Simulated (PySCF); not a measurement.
cyclobutene (C₄H₆), SMILES C1CCC=1. Atoms are numbered in the order given.

```xyz
10

C      0.0000     0.6719    -0.8142
C      0.0000    -0.6719    -0.8142
C      0.0000    -0.7848     0.6995
C      0.0000     0.7848     0.6995
H      0.0000     1.4247    -1.6076
H      0.0000    -1.4247    -1.6076
H      0.8948    -1.2492     1.1479
H     -0.8948    -1.2492     1.1479
H     -0.8948     1.2492     1.1479
H      0.8948     1.2492     1.1479
```

Geometry optimised at B3LYP-D3(BJ)/def2-SVP.

These are TDA-PBE/def2-SVPD (PySCF) values and carry that method's errors.

Vertical excitations. The molecule is in vacuum. State labels are in the subgroup C2v.

| state | symmetry | energy (eV) | λ (nm) | f | main pairs |
|---|---|---|---|---|---|
| S1 | B1 | 6.49 | 191 | 0.000 | HOMO→LUMO+1 100 % |
| S2 | A2 | 6.93 | 179 | 0.000 | HOMO→LUMO+2 100 % |
| S3 | B1 | 7.01 | 177 | 0.033 | HOMO→LUMO+3 93 % |
| S4 | B1 | 7.19 | 173 | 0.001 | HOMO−1→LUMO 93 % |
| S5 | A2 | 7.31 | 170 | 0.000 | HOMO−2→LUMO 100 % |
| S6 | B2 | 7.49 | 166 | 0.248 | HOMO→LUMO 84 % |
| S7 | A1 | 7.92 | 157 | 0.044 | HOMO→LUMO+4 89 % |
| S8 | A2 | 7.99 | 155 | 0.000 | HOMO→LUMO+5 99 % |
| S9 | B2 | 8.09 | 153 | 0.031 | HOMO−1→LUMO+1 100 % |
| S10 | A1 | 8.33 | 149 | 0.082 | HOMO−3→LUMO 83 % |
| T1 | B2 | 4.34 | 286 | 0 | HOMO→LUMO 99 % |
| T2 | B1 | 6.38 | 194 | 0 | HOMO→LUMO+1 99 % |
| T3 | B1 | 6.66 | 186 | 0 | HOMO−1→LUMO 96 % |
| T4 | A2 | 6.85 | 181 | 0 | HOMO→LUMO+2 100 % |
Triplets are in the Tamm–Dancoff approximation.
